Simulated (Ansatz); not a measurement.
C2H9AlSSi, SMILES `C[SiH2][CH2][AlH][SH]` from Hartree–Fock to CCSD(T)

Cartesian coordinates in Å:
```
C 0.768 1.137 -1.348
Si 0.618 0.951 0.509
C -0.987 0.121 0.982
Al -1.305 -1.567 0.070
S 0.287 -3.062 -0.012
H 0.795 0.160 -1.841
H -0.074 1.703 -1.755
H 1.686 1.666 -1.615
H 1.752 0.120 1.010
H 0.742 2.292 1.150
H -0.967 -0.067 2.063
H -1.827 0.796 0.789
H -2.650 -1.955 -0.667
H 1.162 -2.295 0.664
```

Total charge 0; spin multiplicity 1. The structure was optimised at the PBE0-D4/def2-TZVP level. It is one conformer, not always the lowest. Frozen core, restricted reference, Ansatz 0.2.0. CBS rows extrapolate triple and quadruple zeta; past MP2 they add the triple-zeta difference.

| basis | HF (Eh) | MP2 corr. | CCSD corr. | (T) | CCSD(T) total |
| --- | --- | --- | --- | --- | --- |
| def2-TZVPP | ? | -0.74090 | -0.81155 | -0.03277 | ? |
| def2-QZVPP | -1009.51672 | ? | – | – | – |
| CBS(def2) | -1009.52100 | ? | ? | as TZ | ? |

(1) Fill in the withheld values. (Estimate.)

Results:

(1) The calculation gave: def2-TZVPP HF (Eh): -1009.48562; def2-TZVPP CCSD(T) total: -1010.32994; def2-QZVPP MP2 corr.: -0.79427; CBS(def2) MP2 corr.: -0.83380; CBS(def2) CCSD corr.: -0.90444; CBS(def2) CCSD(T) total: -1010.45821.
